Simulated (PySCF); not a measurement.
Radial density of B (boron, neutral)

r2SCAN0, [He] 2s2 3s1, 2S determinant (an excited configuration). Calculation: PySCF 2.14, in aug-cc-pVTZ-DK; the spin-free X2C one-electron Hamiltonian (Gaussian nucleus).

| r (bohr) | 4πr²ρ (e/bohr) | 4πr²(ρα − ρβ) |
| --- | --- | --- |
| 0.00612 | 0.03276 | 0.0001 |
| 0.0103 | 0.08889 | 0.0003 |
| 0.0173 | 0.2322 | 0.0007 |
| 0.0291 | 0.5824 | 0.0017 |
| 0.0490 | 1.349 | 0.0040 |
| 0.0824 | 2.744 | 0.0080 |
| 0.139 | 4.473 | 0.0123 |
| 0.233 | 5.079 | 0.0108 |
| 0.392 | 3.179 | 0.0010 |
| 0.660 | 0.9847 | 0.0119 |
| 1.11 | 1.076 | 0.0541 |
| 1.87 | 1.009 | 0.0144 |
| 3.14 | 0.2475 | 0.0356 |
| 5.28 | 0.2385 | 0.2330 |
| 8.88 | 0.05196 | 0.0520 |
| 14.9 | 3.337e-05 | 0.0000 |

Densities and radii are taken from the X2C orbitals without a picture-change correction, which distorts them close to the nucleus.

The outer electron is Rydberg-like, and this basis confines it to a smaller radius and binds it less than a complete one would.
